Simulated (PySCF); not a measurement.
Positional isomers: benzothiophene boryl+vinyl. Isolated molecules, 0 K electronic values unless said otherwise. One relaxed conformer stands for each flexible species; it need not be the lowest. Strings in code marks are SMILES.

The four lowest singlet excitations (Tamm–Dancoff). Calculation: PySCF with TPSSh-D3(BJ)/def2-TZVP // B3LYP-D3(BJ)/def2-SVP. Excitations are Tamm–Dancoff values on a coarser integration grid. The basis has no diffuse functions, so Rydberg states are missing or too high.

| state | energy (eV) | wavelength (nm) | oscillator strength |
|---|---|---|---|
| S1 | 3.41 | 364 | 0.105 |
| S2 | 4.16 | 298 | 0.124 |
| S3 | 4.42 | 280 | 0.018 |
| S4 | 4.69 | 264 | 0.488 |

Q: Say which member gives these states.
(A) `Bc1c(C=C)ccc2sccc12`
(B) `Bc1c(C=C)sc2ccccc12`
(C) `Bc1cc2ccc(C=C)cc2s1`
(D) `Bc1cc(C=C)c2ccsc2c1`

A: D, `Bc1cc(C=C)c2ccsc2c1`
